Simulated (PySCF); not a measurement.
TDDFT excited states: BrGaH2

Species: BrGaH₂.
SMILES: `[GaH2][Br]`

Theory: TDDFT CAM-B3LYP/def2-SVPD, vertical, gas phase, core orbitals frozen in the response in PySCF 2.14.0, density-fitted response routines. Isolated species at its PBE0-D3(BJ)/def2-SVP geometry, gas phase. Relativistic effects, spin–orbit coupling among them, are left out although an element past zinc is present.

```
state  E (eV)  λ (nm)       f  symmetry  main configurations (H = HOMO, L = LUMO)
   S1    4.89   253.6  0.0000         –                                 H→L (97%)
   S2    5.90   210.2   0.044        A1                               H-1→L (95%)
   S3    6.21   199.6  0.0065  B1 or B2                               H-2→L (99%)
   S4    6.34   195.7  0.0000         –                               H-3→L (97%)
   S5    6.53   189.7   0.055  B1 or B2                               H→L+1 (88%)
   S6    6.96   178.1   0.036  B1 or B2                             H-1→L+1 (88%)
   S7    7.47   166.0  0.0006         –                  H→L+2 (78%), H→L+3 (11%)
   S8    8.04   154.1  0.0002         –                H→L+3 (62%), H-3→L+1 (27%)
   S9    8.05   154.0   0.082  B1 or B2              H-1→L+2 (76%), H-1→L+3 (14%)
  S10    8.35   148.5   0.593        A1                             H-2→L+1 (77%)
```

Triplets, Tamm–Dancoff:

```
state  E (eV)  λ (nm)  main configurations (H = HOMO, L = LUMO)
   T1    4.65   266.4                                 H→L (91%)
   T2    5.24   236.7                               H-1→L (97%)
   T3    5.80   213.7                               H-2→L (96%)
   T4    5.94   208.8                               H-3→L (90%)
```

The lowest singlet lies at 4.89 eV (254 nm, ultraviolet) and is dark (f under 0.0005); its leading configuration is HOMO→LUMO (97%). The most intense listed level is S10 at 8.35 eV (149 nm, f = 0.593), 3.46 eV above S1. It is the last of those listed, so stronger ones may follow. S8/S9 lie within about 0.01 eV of each other. Löwdin shares by element: HOMO bromine 74%, gallium 14%, hydrogen 12%; LUMO gallium 63%, hydrogen 20%, bromine 17%. Orbital energies (eV): HOMO-3 -11.11, HOMO-2 -10.78, HOMO-1 -9.92, HOMO -9.38, LUMO -1.06, LUMO+1 0.45, LUMO+2 0.74. Of the 10 states listed, 5 reach f = 0.01 and 3 stay under 0.0005. The listed states span 3.46 eV, and the widest gap between neighbours is 1.01 eV (S1 to S2). No computed singlet lies in the visible range (380 to 750 nm); the lowest, at 254 nm, stands 1.63 eV above its violet end (3.26 eV). The vertical ionisation energy (ΔSCF) is 10.53 eV, 2.19 eV above S10. Symmetry labels in C2v follow from the direction of the transition dipole and are given only for states with f of 0.002 or more; B1 and B2 swap with the choice of axes. The window holds the lowest 10 singlets.

Time: 17 s wall (grids of density and orbitals included); peak memory 0.43 GiB. Hardware: one thread of an Arm Neoverse V1 (shared host).
